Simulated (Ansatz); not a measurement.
Conformers of Ge2H9N3 (`[NH2][GeH2][NH][GeH2][NH2]`), each relaxed with PBE0-D4/def2-TZVP in Ansatz. CBS adds the triple-zeta coupled-cluster correction to the MP2 limit.

Outer-core shells of Ge are correlated without core-valence functions. Scalar relativity is left out up to krypton. Spin–orbit coupling is left out.

Not all of them had a frequency check.

Conformer A:

Z-matrix (Å, degrees):
```
Ge
N 1 1.820
N 1 1.843 2 103.6
H 1 1.546 2 107.7 3 -123.4
H 1 1.544 2 114.7 3 113.3
Ge 2 1.843 1 123.6 3 -42.7
H 2 1.007 1 117.8 3 150.5
H 3 1.011 1 114.5 2 156.3
H 3 1.011 1 114.4 2 -77.2
N 6 1.836 2 114.5 1 76.3
H 6 1.538 2 106.3 1 -164.5
H 6 1.537 2 109.0 1 -42.1
H 10 1.013 6 111.0 2 -61.3
H 10 1.011 6 113.7 2 61.1
```

Conformer B:

Cartesian coordinates in Å:
```
N 0.809 1.996 0.538
Ge 0.980 0.360 1.348
N 0.777 -1.074 0.202
Ge -0.411 -1.067 -1.177
N -1.840 -0.146 -0.470
H 1.472 2.168 -0.205
H -0.126 2.140 0.178
H 2.399 0.242 1.935
H -0.101 0.311 2.439
H 1.551 -1.717 0.145
H -0.677 -2.533 -1.593
H 0.014 -0.247 -2.417
H -2.486 0.221 -1.154
H -2.362 -0.654 0.231
```

Q: Which is lowest in electronic energy at CCSD(T)/CBS (frozen core, def2 sets), and by how much? (Estimate.)

A: The calculation gave: A; B lies 0.8 kJ/mol higher. Gaps under about 2 kJ/mol don't settle the order.

Q: Give the energies relative to A (kJ/mol) with PBE0-D4/def2-TZVPP, PBE0/def2-TZVPP, HF/def2-TZVPP, SCS-MP2/def2-QZVPP, HF/CBS(def2), MP2/CBS(def2), CCSD/CBS(def2). (Estimate.)

A: The calculation gave: 
```
             level    B
PBE0-D4/def2-TZVPP  0.5
   PBE0/def2-TZVPP  1.1
     HF/def2-TZVPP  0.8
SCS-MP2/def2-QZVPP  0.7
      HF/CBS(def2)  0.9
     MP2/CBS(def2)  0.7
    CCSD/CBS(def2)  0.8
```
